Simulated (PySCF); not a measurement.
C3H7BO2, SMILES C(=O)B(C)OC. Atoms are numbered in the order given.

```xyz
13

C     -0.2996     2.3466     0.0000
O     -0.7713     1.0212     0.0000
B      0.0498    -0.0492     0.0000
C      1.6133     0.0167     0.0000
C     -0.7294    -1.4581     0.0000
O     -0.1513    -2.5222     0.0000
H      0.3109     2.5549    -0.8935
H     -1.1660     3.0220     0.0000
H      0.3109     2.5549     0.8935
H      2.0437    -0.9944     0.0000
H      1.9912     0.5614     0.8826
H      1.9912     0.5614    -0.8826
H     -1.8563    -1.4369     0.0000
```

Coordinates come from a PBE0-D3(BJ)/def2-SVP optimisation. The structure was generated by enumeration, and PubChem lists no compound with its InChIKey, so it may never have been made. One conformer was computed; it need not be the lowest.

Method: PySCF with B3LYP/pcSseg-1.

GIAO shieldings, no solvent; atoms alike by connectivity are averaged. δ = σ(ref) − σ: ¹³C against TMS (σ = 181.3 ppm); ¹⁷O against H2O (σ = 333.8 ppm); ¹¹B against BF3 (σ = 86.3 ppm); ¹H against TMS (σ = 31.68 ppm), references at their B3LYP-D3(BJ)/def2-TZVP geometries, non-relativistic.

```tsv
nucleus	atoms	count	δ (ppm)
¹³C	C5	1	238.6
¹³C	C1	1	57.4
¹³C	C4	1	-3.2
¹⁷O	O6	1	931.9
¹⁷O	O2	1	188.0
¹¹B	B3	1	26.3
¹H	H13	1	11.30
¹H	H7, H8, H9	3	4.14
¹H	H10, H11, H12	3	0.64
```
